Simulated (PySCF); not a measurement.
# 2 SiCl₃ → SiCl₂ + SiCl₄

Level: PBE0 in the def2-TZVP basis family, all electrons, no relativity, computed in PySCF with density fitting; open shells unrestricted.

```json
{"species": "SiCl₃", "state and structure": "doublet, C3v, Si–Cl 2.043 Å (×3); Cl–Si–Cl 109.5° (×3)", "E (Eh)": "-1669.68231", "ZPE (kJ/mol)": "13.3", "H(298 K) − H(0) (kJ/mol)": "16.0", "S° (J/(mol K))": "319.5"}
{"species": "SiCl₂", "state and structure": "singlet, C2v, Si–Cl 2.078 Å (×2); Cl–Si–Cl 101.4°", "E (Eh)": "-1209.57210", "ZPE (kJ/mol)": "7.4", "H(298 K) − H(0) (kJ/mol)": "12.5", "S° (J/(mol K))": "281.6"}
{"species": "SiCl₄", "state and structure": "singlet, Td, Si–Cl 2.022 Å (×4)", "E (Eh)": "-2129.84957", "ZPE (kJ/mol)": "19.4", "H(298 K) − H(0) (kJ/mol)": "19.5", "S° (J/(mol K))": "331.3"}
```

(1) What is the electronic reaction energy?

(2) Add zero-point, thermal and entropy terms for 298.15 K and 1 bar.

Results:

(1) At PBE0/def2-TZVP, ΔE = -149.8 kJ/mol from the differences of the total energies times 2625.5, downhill. The bond broken in SiCl₃ is weaker than the one that a second molecule gains.

(2) ΔZPE = 0.2 and Δ[H(298) − H(0)] = 0.0 kJ/mol give ΔH° = -149.6 kJ/mol. ΔS° = -26.1 J/(mol K), so ΔG° = -149.6 − 298.15 × (-0.0261) = -142 kJ/mol and log₁₀K = 24.8.

Each species is the lowest minimum found with this bonding; other isomers or fragments can lie lower.
